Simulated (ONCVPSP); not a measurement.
## Configuration tests for aluminium (ONCV)

| Quantity | Value |
| --- | --- |
| Element | Al (Z = 13) |
| Generator | ONCVPSP 4.0.1 |
| Type | optimised norm-conserving Vanderbilt (ONCV) |
| Functional | PBE |
| Relativity | non-relativistic |
| Frozen core | [Ne] |
| Valence charge | 3 |
| Reference configuration | 3s2 3p1 |
| Partial waves | 3s: rc 1.50 bohr, ncon 3, nbas 7, qcut 4.8 1/bohr, 1 projector; 3p: rc 2.00 bohr, ncon 4, nbas 7, qcut 3.5 1/bohr, 2 projectors, debl 1 Ha; d scattering state at 0.11 Ha: rc 2.10 bohr, ncon 4, nbas 7, qcut 4.4 1/bohr, 1 projector |
| Local potential | polynomial inside 1.40 bohr (lpopt 5, dvloc0 3 Ha) |
| Core correction | Teter function fitted to the true core (icmod 2), fcfact 0.35 |

Energies are relative to the spin-unpolarised reference configuration 3s2 3p1; without spin polarisation the order of configurations can differ from experiment.

Problem. Give the all-electron excitation energy and the error of the potential for: 3s2 3p0; 3s1 3p0; 3s2 3p0.5; 3s1 3p2.

Solution.

```tsv
valence configuration	charge	ΔE all-electron (eV)	error AE − PS (meV)
3s2 3p0	+1	5.771	+2.3
3s1 3p0	+2	24.963	+47
3s2 3p0.5	+0.5	2.090	+0.2
3s1 3p2	0	5.107	+0.9
```

Levels in the configuration 3s1 3p2:

| level | all-electron (eV) | pseudo (eV) |
| --- | --- | --- |
| 3s | -8.543 | -8.537 |
| 3p | -3.346 | -3.344 |
